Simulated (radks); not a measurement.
The numbers below are computed, except where a source is named.
The nuclear charge of the chlorine ion Cl+ is varied continuously with 16 electrons held in [Ne] 3s2 3p4. Code: a radial shooting solver on a logarithmic mesh with Libxc functionals. Model: scalar-relativistic Kohn-Sham, PBE, spin-polarised, spherical densities, finite nucleus; open shells are filled with parallel spins first; Fermi nuclear charge, rms radius 3.3654 fm. By the Hellmann-Feynman theorem dE/dZ = E(electron-nucleus)/Z, the electronic potential at the nucleus (averaged over a nucleus of fixed radius). The scalar-relativistic energy here is not variational (the density holds large components alone), so the two differ by a part that grows with Z.

Z,E (hartree),E(electron-nucleus)/Z (hartree),HOMO,e(HOMO) (eV),<r> HOMO (bohr)
16,-399.07675,-59.4716,3p,-5.977,2.119
16.2,-411.07031,-60.4305,3p,-8.112,2.021
16.4,-423.25570,-61.3883,3p,-10.405,1.935
16.6,-435.63275,-62.3454,3p,-12.851,1.858
16.8,-448.20134,-63.3020,3p,-15.445,1.789
17,-460.96138,-64.2581,3p,-18.185,1.727
17.2,-473.91278,-65.2138,3p,-21.067,1.669
17.4,-487.05549,-66.1693,3p,-24.090,1.616
17.6,-500.38948,-67.1246,3p,-27.251,1.567
17.8,-513.91472,-68.0798,3p,-30.549,1.522
18,-527.63120,-69.0349,3p,-33.982,1.479

The central difference of E at Z = 17 is -64.279 hartree, to compare with the third column; the second derivative is -4.78 hartree.
